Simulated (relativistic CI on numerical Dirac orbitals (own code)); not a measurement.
Method of calculation: Dirac-Coulomb-Breit CI, separate exchange-only KLI orbitals for each configuration, a model potential for QED, unscaled Slater integrals (own radial code, finite nucleus).

The strongest absorption lines from the ground level of an ion, among the configurations computed and to levels below about 9750 eV (vacuum wavelength in Å, gf): 1.2743 (0.048), 1.2786 (0.027), 1.4166 (0.11), 1.4270 (0.065), 1.8674 (0.43), 1.9109 (0.27), 19.326 (0.17), 93.349 (0.016).

Q: Which ion is it?
A. Ce55+
B. I50+
C. Cd45+
D. Eu60+

A: A. Ce55+ has 3 electrons and the ground level 2s 2S_1/2; the strongest line goes to 3p 2P°_3/2. The pattern of lines fixes the number of electrons, and along that sequence the line energies rise steadily with the charge (about as its square where n changes within one kind of shell, about linearly where n is kept but much faster in heavy ions where fine structure, which grows about as Z⁴, sets the gap, and irregularly where shells cross), which fixes Z. Configurations outside the model, such as inner-shell arrays, can give stronger lines. At this charge energies of transitions that change n are usually good to better than 1 %, and those within a shell (Δn = 0) to a few per cent.
